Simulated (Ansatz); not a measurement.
Basis sets compared for the cluster GeCl4 (the lowest singlet isomer of a short search). The state is a singlet with charge 0. Geometry PBE-D4/def2-SVP. Ansatz on 4 threads of Arm Neoverse V2 on a shared host; times are rough, and most runs start from earlier orbitals.

```xyz
5

Ge    0.000    0.000    0.000
Cl   -0.657    0.261   -2.026
Cl   -0.731   -1.873    0.754
Cl    2.146    0.009    0.064
Cl   -0.758    1.603    1.208
```

The structure comes from a short search, and lower isomers may exist.

Binding counts from free atoms (Ge triplet, Cl doublet) in the same basis, without a counterpoise term.

```tsv
level	functions	energy (Eh)	HOMO (eV)	LUMO (eV)	binding per atom (eV)	wall time
PBE-D4/def2-SVP	104	-3916.0774	-7.99	-3.35	2.98	0.9 s
PBE0-D4/def2-SVP	104	-3916.2822	-9.54	-2.47	2.90	1.4 s
```

Estimate the rows for PBE-D4/def2-TZVP (with forces), PBE0-D4/def2-TZVP.


```json
{"level": "PBE-D4/def2-TZVP (with forces)", "functions": "196", "energy (Eh)": "-3916.9836", "HOMO (eV)": "-8.21", "LUMO (eV)": "-3.58", "binding per atom (eV)": "2.98", "wall time": "2 s"}
{"level": "PBE0-D4/def2-TZVP", "functions": "196", "energy (Eh)": "-3917.1816", "HOMO (eV)": "-9.68", "LUMO (eV)": "-2.64", "binding per atom (eV)": "2.92", "wall time": "4 s"}
```
